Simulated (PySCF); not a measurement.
## Spin states of FeF

Unrestricted PBE0; PySCF, no relativity, basis sets Fe def2-TZVPP, F def2-TZVPP. Outer shells of the fragments: Fe 3d6 4s2; F 2s2 2p5.

Followed along the bond (rough minima from three points):

| 2Ms+1 | unpaired | ⟨S²⟩ at the start | R at minimum (Å) | Te (eV) |
| --- | --- | --- | --- | --- |
| 6 | σ ↑↑, π ↑↑, δ ↑ | 8.75 | 1.78 | 0.00 |
| 4 | π ↑↑, δ ↑ | 4.39 | 1.75 | 0.29 |
| 6 | σ ↑↑, π ↑, δ ↑↑ | 8.75 | 1.83 | 0.58 |
| 6 | σ ↑, π ↑↑, δ ↑↑ | 8.76 | 1.82 | 0.76 |
| 4 | π ↑, δ ↑↑ | 4.22 | 1.79 | 0.80 |
| 4 | σ ↓, π ↑↑, δ ↑↑ | 4.76 | 1.83 | 1.47 |

Solutions found at the starting distance of 1.740 Å, counted from the lowest of them; the search is not exhaustive and high or unbound solutions are not listed, so other states can lie among these:

```json
{"2Ms+1": "6", "unpaired": "σ ↑↑, π ↑↑, δ ↑", "term": "⁶Δ", "E (eV)": "0.00", "⟨S²⟩": "8.75", "⟨Lz²⟩": "4.01", "μ (D)": "-1.98"}
{"2Ms+1": "4", "unpaired": "π ↑↑, δ ↑", "term": "mixed", "E (eV)": "0.27", "⟨S²⟩": "4.39", "⟨Lz²⟩": "4.01", "μ (D)": "-3.63"}
{"2Ms+1": "6", "unpaired": "σ ↑↑, π ↑, δ ↑↑", "term": "⁶Π", "E (eV)": "0.63", "⟨S²⟩": "8.75", "⟨Lz²⟩": "1.01", "μ (D)": "-2.21"}
{"2Ms+1": "6", "unpaired": "σ ↑, π ↑↑, δ ↑↑", "term": "⁶Σ⁺", "E (eV)": "0.79", "⟨S²⟩": "8.76", "⟨Lz²⟩": "0.00", "μ (D)": "-2.17"}
{"2Ms+1": "4", "unpaired": "π ↑, δ ↑↑", "term": "mixed", "E (eV)": "0.81", "⟨S²⟩": "4.22", "⟨Lz²⟩": "1.84", "μ (D)": "-3.80"}
{"2Ms+1": "4", "unpaired": "σ ↓, π ↑↑, δ ↑↑", "term": "mixed", "E (eV)": "1.51", "⟨S²⟩": "4.76", "⟨Lz²⟩": "0.00", "μ (D)": "-1.78"}
{"2Ms+1": "4", "unpaired": "σ ↑, π ↑↑", "term": "⁴Σ⁻", "E (eV)": "1.69", "⟨S²⟩": "3.76", "⟨Lz²⟩": "0.00", "μ (D)": "-5.18"}
{"2Ms+1": "2", "unpaired": "π ↑↓, δ ↑", "term": "mixed", "E (eV)": "1.70", "⟨S²⟩": "2.28", "⟨Lz²⟩": "5.96", "μ (D)": "-3.71"}
{"2Ms+1": "2", "unpaired": "σ ↓, π ↑, δ ↑", "term": "mixed", "E (eV)": "1.98", "⟨S²⟩": "2.14", "⟨Lz²⟩": "4.22", "μ (D)": "-3.33"}
{"2Ms+1": "2", "unpaired": "σ ↓↓, π ↑↑, δ ↑", "term": "mixed", "E (eV)": "2.00", "⟨S²⟩": "2.75", "⟨Lz²⟩": "4.01", "μ (D)": "-1.60"}
```

A term symbol is given only where ⟨S²⟩ and ⟨Lz²⟩ are close to those of a pure state; real π, δ and φ orbitals otherwise mix terms. A positive dipole means Fe(−)F(+).

With d or f electrons several states lie close, and the lowest PBE0 determinant need not be the measured ground state.
